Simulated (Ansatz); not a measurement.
Mulliken charges of CH3BO2Zn, SMILES `O[B]1O[CH2][Zn]1` from r2SCAN/def2-TZVPP in Ansatz (PBE0-D4/def2-TZVP geometry).

```json
{"atom": "O1", "x (Å)": "-0.193", "y (Å)": "1.528", "z (Å)": "1.633", "charge (e)": "-0.273"}
{"atom": "B2", "x (Å)": "-0.126", "y (Å)": "0.839", "z (Å)": "0.479", "charge (e)": "0.252"}
{"atom": "O3", "x (Å)": "0.112", "y (Å)": "-0.501", "z (Å)": "0.458", "charge (e)": "-0.228"}
{"atom": "C4", "x (Å)": "0.183", "y (Å)": "-1.237", "z (Å)": "-0.780", "charge (e)": "-0.112"}
{"atom": "Zn5", "x (Å)": "-0.187", "y (Å)": "0.599", "z (Å)": "-1.632", "charge (e)": "0.002"}
{"atom": "H6", "x (Å)": "-0.367", "y (Å)": "2.459", "z (Å)": "1.490", "charge (e)": "0.237"}
{"atom": "H7", "x (Å)": "-0.594", "y (Å)": "-2.001", "z (Å)": "-0.780", "charge (e)": "0.062"}
{"atom": "H8", "x (Å)": "1.172", "y (Å)": "-1.686", "z (Å)": "-0.867", "charge (e)": "0.062"}
```

By hand: the dipole of these point charges (1 e Å = 4.8032 D).

Σ q r = (-0.077, 0.402, -0.094) e Å, of length 0.420 e Å = 2.02 D.

How does the dipole of the full density compare? (An estimate is asked.)

Ansatz gave: (-0.074, 0.310, -0.365) e Å, 2.33 D; the point charges give 0.87 times that, at 36° from its direction.

Point charges leave out the atoms' own dipoles, such as those of lone pairs, and Mulliken's split depends on the basis, so the two needn't agree.
